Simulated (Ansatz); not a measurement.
Total energies of the cluster Na2Se from Ansatz at PBE0-D4/def2-TZVP, gas phase (1 Eh = 27.2114 eV = 2625.5 kJ/mol). The reference geometry is relaxed at PBE-D4/def2-TZVP.

```xyz
3

Na   -1.0344    1.3569    1.2762
Na    0.5842   -0.7231   -1.9173
Se    0.4503   -0.6338    0.6410
```

| state | geometry | energy (Eh) |
| --- | --- | --- |
| charge 0 singlet | reference | -2725.72300 |
| charge 1 doublet | reference | -2725.51430 |
| charge 0 triplet | relaxed at PBE-D4/def2-TZVP | -2725.67569 |
| charge 0 quintet | relaxed at PBE-D4/def2-TZVP | -2725.56225 |

(1) Work out the vertical ionisation energy to the doublet.

(2) Which of the charge 0 states is lowest, and how far above it are the others?

(1) E(charge 1 doublet) − E(charge 0 singlet) = -2725.51430 − (-2725.72300) = 0.20870 Eh = 5.68 eV. For comparison, −ε of the highest occupied level is 3.99 eV at this level, 1.69 eV less.

(2) The singlet. triplet: -2725.67569 − (-2725.72300) = 0.04731 Eh = 124.2 kJ/mol; quintet: -2725.56225 − (-2725.72300) = 0.16075 Eh = 422.0 kJ/mol. The triplet differs in its bonds from the reference. The quintet differs in its bonds from the reference.

The structure comes from a short search, and lower isomers may exist.
